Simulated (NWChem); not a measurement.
System meant: Si2NH6OF; SMILES [SiH2](O)[Si@H](F)N

The following NWChem deck was run.

```
start job
memory heap 200 mb stack 900 mb global 1100 mb
geometry units angstroms noautoz
  N     -1.079483    -1.941557    -0.235303
  Si     0.110624    -0.874364     0.401725
  F      1.612185    -1.090170    -0.207257
  Si    -0.564340     1.313017    -0.114255
  O      0.649891     2.450703     0.081896
  H     -1.409822    -1.855249    -1.188887
  H     -1.154880    -2.897067     0.093900
  H      0.210933    -1.196226     1.849690
  H     -1.115014     1.312268    -1.507637
  H     -1.655297     1.737698     0.799483
  H      1.507066     2.221803    -0.304296
end
basis spherical
  * library def2-svp
end
dft
  odft
  mult 2
  xc pbe0
  iterations 150
  mulliken
end
task dft energy
```

End of the output:

```
                                 NWChem DFT Module
                                 -----------------

 Summary of "ao basis" -> "ao basis" (spherical)
 ------------------------------------------------------------------------------
       Tag                 Description            Shells   Functions and Types
 ---------------- ------------------------------  ------  ---------------------
 N                          def2-svp                 6       14   3s2p1d
 Si                         def2-svp                 8       18   4s3p1d
 F                          def2-svp                 6       14   3s2p1d
 O                          def2-svp                 6       14   3s2p1d
 H                          def2-svp                 3        5   2s1p

 Summary of "ao basis" -> "ao basis" (spherical)
 ------------------------------------------------------------------------------
       Tag                 Description            Shells   Functions and Types
 ---------------- ------------------------------  ------  ---------------------
 N                          def2-svp                 6       14   3s2p1d
 Si                         def2-svp                 8       18   4s3p1d
 F                          def2-svp                 6       14   3s2p1d
 O                          def2-svp                 6       14   3s2p1d
 H                          def2-svp                 3        5   2s1p

  number of electrons :                   58
  multiplicity        :                    2
 ------------------------------------------------------------------------
  no. of electrons and multiplicity not compatible                  58
 ------------------------------------------------------------------------
 ------------------------------------------------------------------------
  current input line :
    26: task dft energy
 ------------------------------------------------------------------------
 ------------------------------------------------------------------------
 There is an error in the input file
 ------------------------------------------------------------------------
 For more information see the NWChem manual at https://nwchemgit.github.io

0: no. of electrons and multiplicity not compatible:Received an Error in Communication
```

**Question.** Can this run be used? If not, why, and what is the fix?

**Answer.** The program refused the input. Cause: the multiplicity doesn't fit the number of electrons (an even count wants an odd multiplicity, and the reverse). This input runs:
```
start job
memory heap 200 mb stack 900 mb global 1100 mb
geometry units angstroms noautoz
  N     -1.079483    -1.941557    -0.235303
  Si     0.110624    -0.874364     0.401725
  F      1.612185    -1.090170    -0.207257
  Si    -0.564340     1.313017    -0.114255
  O      0.649891     2.450703     0.081896
  H     -1.409822    -1.855249    -1.188887
  H     -1.154880    -2.897067     0.093900
  H      0.210933    -1.196226     1.849690
  H     -1.115014     1.312268    -1.507637
  H     -1.655297     1.737698     0.799483
  H      1.507066     2.221803    -0.304296
end
basis spherical
  * library def2-svp
end
dft
  xc pbe0
  iterations 150
  mulliken
end
task dft energy
```
It converges to -811.68346 Ha (PBE0/def2-SVP).
